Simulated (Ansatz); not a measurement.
`CO[SiH](O)O` + `[OH][Al]([F])[O][SiH3]` → `CO[SiH](O)F` + `[OH][Al]([OH])[O][SiH3]`  (redistribution)

Isolated molecules relaxed with PBE0-D4/def2-TZVP in Ansatz; ΔE leaves out vibrations. CBS: MP2 limit from def2 TZ/QZ plus the TZ coupled-cluster correction, frozen cores. This one scheme is used for every species. Functionals use def2-TZVPP. B3LYP here is the variant with VWN-RPA as its local correlation; programs differ in this. One conformer a species, not always the lowest.

`CO[SiH](O)O`:

Cartesian coordinates in Å:
```
C 1.630 0.550 0.328
O 0.312 0.739 -0.135
Si -0.902 -0.330 0.112
O -0.696 -1.765 -0.635
O -2.245 0.387 -0.480
H 1.650 0.269 1.387
H 2.144 -0.226 -0.248
H 2.173 1.490 0.211
H -0.984 -0.663 1.548
H -0.844 -1.796 -1.581
H -2.240 1.345 -0.507
```

`[OH][Al]([F])[O][SiH3]`:

Cartesian coordinates in Å:
```
O 2.685 -0.550 0.616
Al 1.389 -0.513 -0.452
F 1.662 -1.035 -1.980
O -0.131 0.025 -0.019
Si -1.692 0.478 0.056
H 2.617 -0.265 1.526
H -2.019 1.389 -1.072
H -2.573 -0.717 -0.012
H -1.939 1.189 1.338
```

`CO[SiH](O)F`:

Z-matrix (Å, degrees):
```
C
O 1 1.412
H 1 1.091 2 108.1
H 1 1.095 2 111.2 3 -119.0
H 1 1.094 2 111.3 3 119.4
Si 2 1.623 1 125.5 3 -176.0
F 6 1.595 2 107.9 1 49.5
O 6 1.619 2 108.8 1 170.5
H 6 1.471 2 114.0 1 -68.9
H 8 0.958 6 118.6 2 -39.6
```

`[OH][Al]([OH])[O][SiH3]`:

```xyz
10

O     0.390   -2.246   -0.788
Al    0.244   -1.111    0.449
O     0.437   -1.598    2.053
O    -0.092    0.481    0.050
Si   -0.407    1.835   -0.791
H     0.580   -3.166   -0.611
H     0.364   -0.996    2.792
H     0.800    2.268   -1.545
H    -0.799    2.922    0.145
H    -1.519    1.610   -1.753
```

```json
{"level": "B3LYP-D4", "ΔE (kJ/mol)": "0.3"}
{"level": "ωB97X-V", "ΔE (kJ/mol)": "0.8"}
{"level": "ωB97M-V", "ΔE (kJ/mol)": "0.6"}
{"level": "r2SCAN", "ΔE (kJ/mol)": "0.3"}
{"level": "MP2/def2-TZVPP", "ΔE (kJ/mol)": "2.0"}
{"level": "MP2/def2-QZVPP", "ΔE (kJ/mol)": "2.3"}
{"level": "HF/CBS(def2)", "ΔE (kJ/mol)": "-0.3"}
{"level": "MP2/CBS(def2)", "ΔE (kJ/mol)": "2.4"}
```

(1) What does CCSD(T)/CBS give? (An estimate is asked.)

Largest T1 diagnostic among the species: 0.012.

## Answers

(1) The calculation gave: +1.9 kJ/mol. The listed levels differ from it by -1.6, -1.1, -1.3, -1.6, 0.1, 0.4, -2.2, 0.5 kJ/mol.
